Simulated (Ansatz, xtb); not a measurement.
## Ranking isomers of C2H12SSi3

4 gas-phase structures of C2H12SSi3, from a drawn sample of its isomers (lower ones may exist). Each was relaxed with GFN2-xTB; where two conformers were screened, the lower at r2SCAN-D4/def2-SVP is listed:

A. `C[Si@@H](C[SiH3])S[SiH3]`, a singlet
B. `CC([SiH3])([SiH3])S[SiH3]`, a singlet
C. `[SiH3]CC[SiH2]S[SiH3]`, a singlet
D. `[SiH3]C[SiH2]CS[SiH3]`, a singlet

Problem. Which do you expect lowest at r2SCAN-D4/def2-SVP, and how would the others follow?

Solution. Calculated order at r2SCAN-D4/def2-SVP: A (0.000), C (0.706), D (1.350), B (1.825) eV.

Energies above the lowest of each column, in eV; the last columns are at PBE0-D3(BJ)/def2-SVP geometries and were run for some of them only (a dash: not run or not comparable):

| structure | GFN2-xTB | HF/STO-3G | r2SCAN-D4/def2-SVP | PBE0-D3(BJ)/def2-SVP | CCSD(T)/def2-SVP + ΔMP2/def2-TZVPP |
| --- | --- | --- | --- | --- | --- |
| A | 0.153 | 0.000 | 0.000 | 0.000 | 0.000 |
| C | 0.000 | 0.525 | 0.706 | 0.665 | 0.715 |
| D | 1.036 | 1.046 | 1.350 | – | – |
| B | 0.865 | 1.810 | 1.825 | – | – |

CCSD(T)/def2-SVP + ΔMP2/def2-TZVPP puts A lowest of those it was run on; GFN2-xTB picks C. Some further structures that were screened fall inside this span and aren't listed. Flexible structures stand in one conformer each, not always the lowest. Frequencies (GFN2-xTB) were run for A, C alone. The ΔMP2 step shifts differences by up to 0.136 eV, which makes them less sure. ΔMP2 is the change of the MP2 energy from the smaller to the larger basis.

Over these structures GFN2-xTB departs from r2SCAN-D4/def2-SVP by 0.376 eV on average once a common shift is removed. A GFN2-xTB relaxation took about 0.29 s and the r2SCAN-D4/def2-SVP energy about 2.5 s on a shared host (Ansatz 0.2.0, xtb 6.7.1).
